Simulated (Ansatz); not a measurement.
ClH5SiSn, SMILES `Cl[SiH2][SnH3]`. The species carries charge 0 and has multiplicity 1. Sn: def2 effective core potential.

Z-matrix (Å, degrees):
```
Si
Sn 1 2.563
Cl 1 2.065 2 109.3
H 1 1.484 2 111.7 3 -118.9
H 1 1.484 2 111.7 3 118.9
H 2 1.708 1 110.2 3 179.5
H 2 1.705 1 110.0 3 -60.6
H 2 1.705 1 110.0 3 59.6
```

Problem. What are the harmonic wavenumbers in cm⁻¹ at PBE0-D4/def2-TZVP (Ansatz, finite differences of forces, unscaled)? (Estimate.)

Solution. The calculation gave: 66, 96, 298, 311, 394, 503, 543, 661, 692, 726, 727, 809, 933, 1937, 1948, 1951, 2224, 2237.

Problem. Is this a minimum?

Solution. Yes, all 18 modes are real.

Problem. Give the ideal-gas thermochemistry at 298.15 K and 1 bar (rigid rotor, harmonic oscillator; point group Cs, symmetry number 1).

Solution. Zero-point energy 102.0 kJ/mol; H(298) − E = 121.6 kJ/mol; entropy 350.5 J/(mol·K), of which translation 174.1, rotation 116.4, vibration 60.0; G(298) − E = 17.1 kJ/mol. Modes under 100 cm⁻¹ are hindered rotations or soft bends, so the harmonic entropy is rough.

Problem. And at 400, 500, 600, 800 and 1000 K?

Solution. 
| T (K) | H − E (kJ/mol) | S (J/mol/K) | G − E (kJ/mol) |
| --- | --- | --- | --- |
| 400 | 132.5 | 381.7 | -20.2 |
| 500 | 144.4 | 408.4 | -59.8 |
| 600 | 157.3 | 431.9 | -101.8 |
| 800 | 185.5 | 472.3 | -192.4 |
| 1000 | 215.9 | 506.2 | -290.3 |
